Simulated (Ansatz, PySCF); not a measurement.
Mo(O)2(Cl)(OSiH3) (ClH3MoO3Si), SMILES [O]=[Mo]([Cl])([O][SiH3])=[O], multiplicity 1. Atoms are numbered in the order given.

```xyz
9

Mo     0.1905     0.0449     0.5474
O      1.7976    -0.3419     0.7626
O     -0.6737    -0.8730     1.6378
Cl    -0.1286     2.2506     0.9858
O     -0.3273    -0.3706    -1.1672
Si    -0.6474    -1.2293    -2.5816
H     -1.6390    -2.2956    -2.2719
H      0.6275    -1.8206    -3.0730
H     -1.1990    -0.2626    -3.5688
```
Charge 0, spin multiplicity 1.

Coordinates come from a PBE0-D3(BJ)/def2-SVP optimisation. The spin state was assumed, not searched. The def2 effective core potentials stand for the cores of Mo; spin–orbit coupling is left out. One conformer was computed; it need not be the lowest.

Two levels are set side by side: PBE-D3(BJ)/def2-SVP (Ansatz, a quantum-chemistry and plane-wave program) and PBE0-D3(BJ)/def2-SVP (Ansatz). Each level has its own optimised geometry; the coordinates shown are those of the second. Frequencies come from the Hessian of PySCF at each geometry. Differences are taken from unrounded values.

| quantity | PBE0-D3(BJ) | PBE-D3(BJ) | PBE-D3(BJ) minus PBE0-D3(BJ) |
|---|---|---|---|
| mean bond length (Å) | 1.699 | 1.716 | 0.017 |
| bond Mo1–O2 (Å) | 1.667 | 1.694 | 0.027 |
| bond Mo1–O3 (Å) | 1.667 | 1.694 | 0.027 |
| bond Mo1–Cl4 (Å) | 2.271 | 2.284 | 0.012 |
| bond Mo1–O5 (Å) | 1.839 | 1.857 | 0.018 |
| bond O5–Si6 (Å) | 1.685 | 1.701 | 0.015 |
| bond Si6–H7 (Å) | 1.489 | 1.500 | 0.011 |
| bond Si6–H8 (Å) | 1.489 | 1.500 | 0.011 |
| bond Si6–H9 (Å) | 1.488 | 1.499 | 0.011 |
| highest harmonic wavenumber (cm⁻¹) | 2274 | 2203 | -70 |
| mean harmonic wavenumber (cm⁻¹) | 786 | 754 | -31 |
| zero-point energy (kcal/mol) | 23.58 | 22.65 | -0.93 |

GGA bonds tend to be longer and softer than those of functionals with exact exchange. Differences between two approximate levels are no errors against the true value.
